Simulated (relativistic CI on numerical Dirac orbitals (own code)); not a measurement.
Ni⁴⁺ in a cubic cluster: 3s photoemission with charge transfer

Computed with a charge-transfer multiplet model of a cubic metal-ligand cluster with up to 3 ligand holes, Slater and spin-orbit integrals from Dirac-Coulomb-Breit ions, Slater integrals scaled by 0.8. The ground state mixes d6 with configurations of k ligand holes L, whose averages lie at kΔ + k(k − 1)U_dd/2; a core hole lowers each added d electron by U_cd. 300 K, Lorentzian 1.4 eV and Gaussian 0.8 eV FWHM.

Atomic integrals in eV (Slater integrals scaled, ζ unscaled), ground: F2dd 11.354, F4dd 7.124, zeta_d 0.099; with the core hole: F2dd 12.087, F4dd 7.618, zeta_d 0.110, G2cd 11.654.

Cluster parameters (eV): Δ = -1.8, U_dd = 7.2, 10Dq = 0.9, 10Dq(ligand) = 0.4, V(eg) = 2.1, V(t2g) = -1.05, final-state hopping factor = 0.8.

| Case | n_d | d6 | d7L | d8L2 | d9L3 | S |
| --- | --- | --- | --- | --- | --- | --- |
| U_cd = 7.2 eV | 6.95 | 0.22 | 0.61 | 0.16 | 0.01 | 0.41 |
| U_cd = 7.8 eV | 6.95 | 0.22 | 0.61 | 0.16 | 0.01 | 0.41 |
| U_cd = 8.4 eV | 6.95 | 0.22 | 0.61 | 0.16 | 0.01 | 0.41 |
| U_cd = 9.6 eV | 6.95 | 0.22 | 0.61 | 0.16 | 0.01 | 0.41 |
| U_cd = 10.2 eV | 6.95 | 0.22 | 0.61 | 0.16 | 0.01 | 0.41 |

Weights, n_d and S are thermal averages at 300 K. Binding energies count from the first peak over 30 % of the highest in each spectrum, which can be another peak from case to case. The parameters are a model scan and need not match a compound or its usual spin state. Peaks in eV (height, largest 100):
- U_cd = 7.2 eV: 0.0 (100), 5.0 (53), 8.1 (31), 12.3 (16), 18.3 (6)
- U_cd = 7.8 eV: 0.0 (100), 5.0 (52), 8.1 (37), 12.8 (19), 16.3 (6), 19.3 (8)
- U_cd = 8.4 eV: 0.0 (100), 5.0 (51), 8.1 (45), 12.9 (23), 16.3 (7), 20.3 (9)
- U_cd = 9.6 eV: 0.0 (100), 5.0 (46), 8.1 (62), 13.0 (24), 15.4 (15), 19.4 (6), 22.5 (13)
- U_cd = 10.2 eV: 0.0 (100), 5.0 (43), 8.1 (67), 11.9 (33), 15.6 (22), 20.5 (6), 23.6 (15)

Curve for U_cd = 8.4 eV (points under 2 left out, the grid thinned):

```tsv
E (eV)	Intensity
-4.0	4.2
-3.4	5.6
-2.7	8.5
-2.1	13.4
-1.5	24.2
-0.9	50.2
-0.2	95.9
0.4	85.8
1.0	46.4
1.7	23.5
2.3	16.8
2.9	15.6
3.6	19.9
4.2	32.2
4.8	48.6
5.4	46.0
6.1	31.4
6.7	28.9
7.3	35.3
8.0	44.8
8.6	39.8
9.2	25.2
9.8	15.4
10.5	11.0
11.1	10.4
11.7	12.7
12.4	19.8
13.0	23.2
13.6	17.2
14.3	9.8
14.9	6.9
15.5	6.3
16.1	6.6
16.8	6.5
17.4	5.8
18.0	4.5
18.7	3.9
19.3	5.2
19.9	8.2
20.6	8.5
21.2	5.1
21.8	3.0
22.4	2.1
23.5	2.2
24.1	2.0
```

For the case U_cd = 8.4 eV, Δ = -1.8 eV is smaller than U_dd = 7.2 eV, the charge-transfer side of the Zaanen-Sawatzky-Allen scheme (negative Δ: between configuration averages a ligand hole costs less than the nominal valence; multiplet and field energies can change this for the lowest states). With the core hole the configuration with one ligand hole lies at Δ − U_cd = -9.0, -9.6, -10.2, -11.4, -12.0 eV from the one without, in the order of the table; where this is negative the screened configuration lies lower.

Without intra-shell correlation the exchange splitting of the 3s hole comes out too large.
